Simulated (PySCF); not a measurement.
A side-by-side comparison of computed properties.

First species: C5H12GeO2.
Cartesian coordinates in Å at the PBE0-D3(BJ)/def2-SVP level; atoms count from 1:
```xyz
20
C5H12GeO2 angstrom
C     -2.679    1.046    0.028
C     -1.526    0.488   -0.791
C     -0.447   -0.163    0.059
C      0.730   -0.693   -0.750
C      1.865   -1.230    0.142
O      2.666   -0.150    0.576
Ge     2.640    1.099   -0.704
O      1.281    0.327   -1.575
H     -2.328    1.810    0.741
H     -3.177    0.257    0.614
H     -3.441    1.516   -0.612
H     -1.063    1.286   -1.393
H     -1.907   -0.252   -1.517
H     -0.876   -1.000    0.639
H     -0.068    0.560    0.806
H      0.380   -1.497   -1.420
H      2.474   -1.959   -0.427
H      1.457   -1.746    1.026
H      2.309    2.467   -0.088
H      3.887    1.107   -1.601
```

Second species: C₅H₁₂GeO₂.
InChI=1S/C5H12GeO2/c1-4(2)5-3-7-6-8-5/h4-5H,3,6H2,1-2H3/t5-/m1/s1

Levels: B3LYP/def2-SVPD for HOMO energy, LUMO energy, HOMO–LUMO gap and static isotropic polarisability; TDDFT B3LYP/def2-SVPD for lowest singlet excitation; TDA B3LYP/def2-SVPD for lowest triplet excitation (Tamm–Dancoff); ΔSCF B3LYP/def2-SVPD for vertical ionisation energy. Geometries: PBE0-D3(BJ)/def2-SVP. Each species is one conformer at its optimised geometry, gas phase, non-relativistic unless stated; the electronic structure was computed with PySCF and density fitting.

Values for the first species:

| Item | Value |
| --- | --- |
| HOMO energy | -7.46 eV |
| LUMO energy | -0.38 eV |
| HOMO–LUMO gap | 7.08 eV |
| Lowest singlet excitation | 6.08 eV |
| Lowest triplet excitation (Tamm–Dancoff) | 5.86 eV |
| Static isotropic polarisability | 94.7 au |
| Vertical ionisation energy | 9.48 eV |

Q: Estimate the same properties for the second species, and the change in each.

A: 
```json
{"property": "HOMO energy", "first": "-7.46 eV", "second": "-7.37 eV", "second less first": "+0.09 eV"}
{"property": "LUMO energy", "first": "-0.38 eV", "second": "-0.38 eV", "second less first": "0.00 eV"}
{"property": "HOMO–LUMO gap", "first": "7.08 eV", "second": "6.99 eV", "second less first": "-0.09 eV"}
{"property": "lowest singlet excitation", "first": "6.08 eV", "second": "5.99 eV", "second less first": "-0.09 eV"}
{"property": "lowest triplet excitation (Tamm–Dancoff)", "first": "5.86 eV", "second": "5.79 eV", "second less first": "-0.07 eV"}
{"property": "static isotropic polarisability", "first": "94.7 au", "second": "93.7 au", "second less first": "-1.0 au"}
{"property": "vertical ionisation energy", "first": "9.48 eV", "second": "9.37 eV", "second less first": "-0.11 eV"}
```

On the first: The ΔSCF ionisation energy exceeds −ε(HOMO) by 2.02 eV with B3LYP. The vertical singlet–triplet gap S1 − T1 is 0.22 eV (TDDFT singlet less Tamm–Dancoff triplet; S1: HOMO→LUMO, weight 0.99; T1: HOMO→LUMO, weight 0.93). Relativistic effects, spin–orbit coupling among them, are left out although an element past zinc is present.

On the second: The vertical singlet–triplet gap S1 − T1 is 0.20 eV (TDDFT singlet less Tamm–Dancoff triplet; S1: HOMO→LUMO, weight 0.99; T1: HOMO→LUMO, weight 0.94). The principal polarisabilities are 84.8, 91.8 and 104.3 au; their mean is the isotropic value. The calculation is non-relativistic and has no spin–orbit coupling, an omission that weighs most on germanium.
